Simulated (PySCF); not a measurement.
## Dipole response of Ni³⁺ (nickel, charge +3)

[Ar] 3d7, high-spin 4F determinant. All numbers are calculated (PySCF 2.14, the non-relativistic Hamiltonian (point nucleus), in dyall-av2z (16s12p7d2f, 101 functions)). Coupled (time-dependent) response in atomic units; α is the mean over directions. A double-zeta set is small for polarisabilities.

| method | mean α (bohr³) | C₆ (like pair) | S(−4) |
| --- | --- | --- | --- |
| MN15 | 1.594 | 3.550 | 0.8701 |
| PBEsol | 1.657 | 3.751 | 0.9787 |

S(−4) is the Cauchy moment in α(ω) = α(0) + S(−4) ω² + …

α(iu) at PBEsol:

```
u (hartree)  α(iu) (bohr³)
          0          1.657
     0.0500          1.654
      0.100          1.647
      0.200          1.619
      0.300          1.577
      0.500          1.464
      0.750          1.308
       1.00          1.161
       1.50         0.9212
       2.00         0.7429
       3.00         0.5111
       5.00         0.2899
```

A single London oscillator, α(iu) = α/(1 + u²/ω²), gives C₆ = (3/4) ω α². Matching the computed C₆ needs ω = 4 × 3.751 / (3 × 1.657²) = 1.82 hartree.

For an ion, C₆ is the dispersion term alone; charge-induced terms of lower order in 1/R come first.
